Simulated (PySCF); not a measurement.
Species: C7H11FO.
Atom-mapped SMILES: `[CH3:1]/[CH:2]=[C:3](\[C:4](=[O:5])[F:6])[CH:7]([CH3:8])[CH3:9]` (hydrogens: H10, H11, H12 on C1; H13 on C2; H14 on C7; H15, H16, H17 on C8; H18, H19, H20 on C9)

The same species was optimised twice, with GFN2-xTB and with PBE0-D3(BJ)/def2-SVP (PySCF), and the same property calculations (PySCF, gas phase) were run on both structures.

```csv
coordinate,GFN2-xTB,PBE0-D3(BJ)/def2-SVP,change
C4–F6 (Å),1.376,1.350,-0.026
C3–C4 (Å),1.459,1.477,+0.018
C1–C2 (Å),1.485,1.491,+0.006
C2=C3 (Å),1.344,1.350,+0.006
C7–C9 (Å),1.526,1.522,-0.004
C3–C7 (Å),1.514,1.517,+0.003
C4=O5 (Å),1.188,1.189,+0.001
C7–C8 (Å),1.533,1.532,-0.001
C1–C2–C3 (°),126.5,128.4,+1.9
O5–C4–F6 (°),117.3,119.1,+1.8
C3–C7–C8 (°),108.9,110.5,+1.6
C3–C4–O5 (°),130.2,128.7,-1.5
C4–C3–C7 (°),116.9,117.8,+0.9
C8–C7–C9 (°),110.3,110.8,+0.5
C2–C3–C4 (°),119.1,118.6,-0.5
C2–C3–C7 (°),124.0,123.6,-0.4
C2–C3–C4–O5 (°),-7,-5,+2
C2–C3–C7–C8 (°),103,107,+4
```

Rotational constants: A = 1955, B = 1407, C = 931.4 MHz (GFN2-xTB) against A = 1942, B = 1401, C = 916.1 MHz (PBE0-D3(BJ)/def2-SVP). Point groups within 0.08 Å: C1 and C1.

On the GFN2-xTB structure: HOMO (eV) -7.82 [PBE0/pcSseg-1]; LUMO (eV) -1.67 [PBE0/pcSseg-1]; dipole (D) 3.44 [PBE0/pcSseg-1]; GIAO shielding of C1 (ppm) 165.8 [PBE0/pcSseg-1]; GIAO shielding of C2 (ppm) 27.5 [PBE0/pcSseg-1]; GIAO shielding of C3 (ppm) 45.3 [PBE0/pcSseg-1]; GIAO shielding of C4 (ppm) 21.3 [PBE0/pcSseg-1]; GIAO shielding of O5 (ppm) -119.8 [PBE0/pcSseg-1]; GIAO shielding of F6 (ppm) 134.4 [PBE0/pcSseg-1]; GIAO shielding of C7 (ppm) 152.9 [PBE0/pcSseg-1]; GIAO shielding of C8/C9 (mean) (ppm) 162.6 [PBE0/pcSseg-1].

Problem. What do these properties become on the PBE0-D3(BJ)/def2-SVP structure?

Solution. 
```json
{"property": "HOMO (eV)", "level": "PBE0/pcSseg-1", "on GFN2-xTB": "-7.82", "on PBE0-D3(BJ)/def2-SVP": "-7.76", "change": "+0.06"}
{"property": "LUMO (eV)", "level": "PBE0/pcSseg-1", "on GFN2-xTB": "-1.67", "on PBE0-D3(BJ)/def2-SVP": "-1.60", "change": "+0.07"}
{"property": "dipole (D)", "level": "PBE0/pcSseg-1", "on GFN2-xTB": "3.44", "on PBE0-D3(BJ)/def2-SVP": "3.27", "change": "-0.17"}
{"property": "energy, GFN2-xTB geometry as zero (kcal/mol)", "level": "PBE0/pcSseg-1", "on GFN2-xTB": "0.0", "on PBE0-D3(BJ)/def2-SVP": "-0.8", "change": "-0.8"}
{"property": "GIAO shielding of C1 (ppm)", "level": "PBE0/pcSseg-1", "on GFN2-xTB": "165.8", "on PBE0-D3(BJ)/def2-SVP": "164.4", "change": "-1.4"}
{"property": "GIAO shielding of C2 (ppm)", "level": "PBE0/pcSseg-1", "on GFN2-xTB": "27.5", "on PBE0-D3(BJ)/def2-SVP": "26.4", "change": "-1.1"}
{"property": "GIAO shielding of C3 (ppm)", "level": "PBE0/pcSseg-1", "on GFN2-xTB": "45.3", "on PBE0-D3(BJ)/def2-SVP": "43.0", "change": "-2.3"}
{"property": "GIAO shielding of C4 (ppm)", "level": "PBE0/pcSseg-1", "on GFN2-xTB": "21.3", "on PBE0-D3(BJ)/def2-SVP": "21.5", "change": "+0.2"}
{"property": "GIAO shielding of O5 (ppm)", "level": "PBE0/pcSseg-1", "on GFN2-xTB": "-119.8", "on PBE0-D3(BJ)/def2-SVP": "-112.9", "change": "+6.9"}
{"property": "GIAO shielding of F6 (ppm)", "level": "PBE0/pcSseg-1", "on GFN2-xTB": "134.4", "on PBE0-D3(BJ)/def2-SVP": "145.3", "change": "+10.9"}
{"property": "GIAO shielding of C7 (ppm)", "level": "PBE0/pcSseg-1", "on GFN2-xTB": "152.9", "on PBE0-D3(BJ)/def2-SVP": "152.4", "change": "-0.5"}
{"property": "GIAO shielding of C8/C9 (mean) (ppm)", "level": "PBE0/pcSseg-1", "on GFN2-xTB": "162.6", "on PBE0-D3(BJ)/def2-SVP": "161.1", "change": "-1.5"}
```

The heavy atoms differ by 0.041 Å rms after alignment. Among bonds between heavy atoms C4–F6 changes most (-0.026 Å). Changes are differences of the printed values. Neither structure is proved a minimum here.

Shape of the structure used: `[CH3:1]/[CH:2]=[C:3](\[C:4](=[O:5])[F:6])[CH:7]([CH3:8])[CH3:9]`: C2–C3–C4–O5 -5°, C2–C3–C7–C8 107°.
